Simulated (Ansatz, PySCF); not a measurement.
Pair of molecules: HF (SMILES F) (first 2 atoms) with H2S (SMILES S); geometry from B3LYP-D3(BJ)/def2-TZVP.
(charge 0, multiplicity 1):
```xyz
5

F     -0.3220     1.2299     0.1026
H     -0.0385     0.6519     0.7866
S      0.4358    -0.7139     2.4996
H     -0.1423     0.0907     3.4072
H     -0.6831    -1.4397     2.3360
```

Monomers are frozen at their geometry in the pair; levels with a basis set take the counterpoise correction.

Frozen-core correlation. CBS: X⁻³ extrapolation of the correlation energy, Hartree–Fock from the larger set.

Run with Ansatz (a first-principles code); PySCF for the dispersion terms. Each number belongs to the level named beside it.

**Question.** Predict the interaction energy from revPBE-D3(BJ)/def2-TZVPPD.

**Answer.** -6.0 kcal/mol

**Question.** What is the computed interaction energy (CCSD/aug-cc-pV(Q+d)Z)?

**Answer.** -4.8 kcal/mol

**Question.** Estimate the interaction energy that CCSD(T)/CBS(aug-cc-pV(T+d)Z, aug-cc-pV(Q+d)Z) returns for this input.

**Answer.** -5.3 kcal/mol
